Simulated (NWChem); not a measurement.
System: dimethyl telluride (C2H6Te); SMILES [Te](C)C

```xyz
9

C     -1.0663     0.0000    -1.5798
Te     0.3959     0.0000     0.0000
C     -1.0663     0.0000     1.5798
H     -1.6901    -0.9008    -1.5152
H     -0.5189    -0.0040    -2.5321
H     -1.6857     0.9042    -1.5199
H     -1.6901    -0.9008     1.5152
H     -0.5189    -0.0040     2.5321
H     -1.6857     0.9042     1.5199
```
Atoms are numbered in this order, from 1.

Results from NWChem. Medium grid unless said otherwise, to which SCAN and Minnesota functionals are sensitive. Geometry: optimised at PBE0/def2-SVP. def2 effective core potentials on Te; no spin-orbit coupling. B3LYP is NWChem's, with the RPA form of VWN correlation.

### Question
Order these by “orbital gap (eV)”, lowest first: MN15-L/def2-SVP; B3LYP/def2-SVP; PBE/def2-SVP; PW6B95/def2-SVP.

### Answer
PBE/def2-SVP (3.49), MN15-L/def2-SVP (4.01), B3LYP/def2-SVP (4.96), PW6B95/def2-SVP (5.52)
